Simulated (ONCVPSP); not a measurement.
## u(r) = r·R(r): atom against pseudo-atom (Ti)

Columns: radius, all-electron u(r) and pseudo u(r) of the 3d shell (level -15.68 eV) of titanium in the configuration [Ne] 3s2 3p6 3d2 4s0.5; LDA (Perdew-Wang 92), scalar-relativistic, ONCV scheme, ONCVPSP 4.0.1.

```csv
r (bohr),all-electron,pseudo
0.130,0.0602,0.0035
0.260,0.2372,0.0269
0.390,0.4339,0.0844
0.520,0.5944,0.1815
0.650,0.7042,0.3135
0.780,0.7672,0.4669
0.910,0.7933,0.6222
1.040,0.7931,0.7582
1.170,0.7752,0.8570
1.300,0.7462,0.9082
1.430,0.7103,0.9108
1.560,0.6706,0.8718
1.690,0.6292,0.8033
1.820,0.5875,0.7186
1.950,0.5463,0.6309
2.080,0.5063,0.5509
2.210,0.4679,0.4855
2.340,0.4314,0.4357
2.470,0.3969,0.3972
2.600,0.3644,0.3644
2.730,0.3340,0.3340
2.860,0.3056,0.3056
2.990,0.2791,0.2791
3.120,0.2546,0.2546
3.250,0.2319,0.2319
3.380,0.2109,0.2109
```

(1) How many radial nodes do the two functions have?

(2) At about which radius was the pseudo-wave matched?

(3) Is the pseudo-wave norm-conserving?

Results:

(1) The all-electron 3d function has n − l − 1 = 0; the pseudo-wave has 0.

(2) 2.60 bohr, where the columns begin to agree (steps of 0.13 bohr).

(3) Yes: the ONCV scheme keeps the norm inside the radius equal to the all-electron one, which fixes the energy derivative of the logarithmic derivative at the level.
